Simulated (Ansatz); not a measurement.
A nudged elastic band was laid between two geometries of CH$_{4}$OSSi (8 atoms, charge 0, multiplicity 1).

Level of theory: RKS PBE-D4/def2-SVP (Ansatz 0.2.0).

| Property | Result |
| --- | --- |
| movable images | 5 |
| climbing image | yes |
| spring | 5.0 eV/Å² |
| optimiser | quadratic models (default) |
| start path | through a guess of the saddle point |
| force threshold | 0.03 eV/Å |
| iteration limit | 60 |
| end points | relaxed |

First end point:

```xyz
8
Properties=species:S:1:pos:R:3
C 0.712 0.536 -0.589
S -0.208 -0.851 -1.361
Si -1.510 -1.640 0.224
O -1.153 -0.651 1.545
H 1.306 0.193 0.283
H 1.413 0.933 -1.346
H 0.029 1.356 -0.286
H -0.496 0.068 1.474
```

Last end point:

```xyz
8
Properties=species:S:1:pos:R:3
C 0.851 0.416 -0.492
S 0.184 -1.183 -1.095
Si -1.521 -1.630 0.218
O -1.550 -0.313 1.274
H 1.732 0.665 -1.114
H 0.109 1.233 -0.604
H 1.185 0.347 0.563
H -0.897 0.409 1.194
```

**Question.** Which bonds break or form, and what moves?

**Answer.** No bond is made or broken. The dihedral H7–C1–S2–Si3 goes from -64 to 60°. The two ends are copies of one structure, up to a mirror image or an exchange of like atoms.

**Question.** What energy profile does the band end with?

**Answer.** The forces met the threshold. The highest image is number 3 of 0 to 6, 2.7 kJ/mol above the ends, which have the same energy within 2 meV. The profile has 2 maxima (images 3, 5) with wells between them (image 4): this band takes more than one step, which may be the mechanism or a detour left from its start path. A vibrational analysis at the climbing image gives one clearly imaginary mode, 128i cm⁻¹: a first-order saddle point.

| image | path coordinate (Å) | energy (kJ/mol) | dihedral H7–C1–S2–Si3 (°) |
| --- | --- | --- | --- |
| 0 | 0.00 | 0.0 | -64 |
| 1 | 0.54 | 0.5 | -85 |
| 2 | 1.08 | 1.8 | -103 |
| 3 | 1.62 | 2.7 | -120 |
| 4 | 3.24 | 0.0 | -63 |
| 5 | 4.86 | 2.7 | -1 |
| 6 | 6.48 | 0.0 | 60 |

**Question.** What is the geometry of the highest image?

**Answer.** 
```xyz
8
Properties=species:S:1:pos:R:3
C 0.597 0.677 -0.698
S -0.448 -0.669 -1.361
Si -1.405 -1.743 0.298
O -0.866 -0.988 1.703
H 0.578 0.731 0.411
H 1.645 0.517 -1.017
H 0.240 1.647 -1.096
H -0.250 -0.229 1.704
```

Time of the run: 7.2 min on 1 thread of AMD EPYC 7R43 64-Core Processor (Zen 3) (shared host), peak memory 0.13 GiB.
